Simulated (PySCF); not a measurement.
Method: PySCF with PBE0-D3(BJ)/def2-TZVP. All species are isolated molecules in the gas phase. One relaxed conformer stands for a flexible species; it need not be the lowest. 

Reference species (SMILES): `CC(C)=N` (neutral, multiplicity 1).

The HOMO–LUMO gap is 7.64 eV.

Changed species: `C1(CC1)N`.

Q: What does the change do to the HOMO–LUMO gap?

A: the HOMO–LUMO gap increases by 0.26 eV, to 7.90 eV.
